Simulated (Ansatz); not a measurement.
Computed with Ansatz on PBE0-D4/def2-TZVP structures; ΔE is electronic, products minus reactants. CCSD(T)/CBS adds triple-zeta CCSD(T) − MP2 to the extrapolated MP2 energy (def2 sets, frozen cores). Functionals use def2-TZVPP. Each species was taken in one conformer, which may not be the lowest.

`CC(C)[Si]F` + dimethylamine → `CN(C)[Si]F` + propane  (ligand exchange at the Si–C bond)

```
             level  ΔE (kcal/mol)
         r2SCAN-D4          -37.7
        r2SCANh-D4          -37.5
              PBE0          -36.1
SCS-MP2/def2-TZVPP          -37.5
```

(1) What does CCSD(T)/CBS give? (An estimate is asked.)

Largest T1 diagnostic among the species: 0.013.

Results:

(1) Computed: -36.3 kcal/mol. The listed levels differ from it by -1.4, -1.2, 0.2, -1.2 kcal/mol.

Leaving LDA and LC-ωPBE aside and taking each functional with its dispersion term where it has one, the values, not all of them listed here, spread over 2.3 kcal/mol, from r2SCAN-D4 to revPBE-D4. LDA lies −1.4 kcal/mol from PBE without D4.
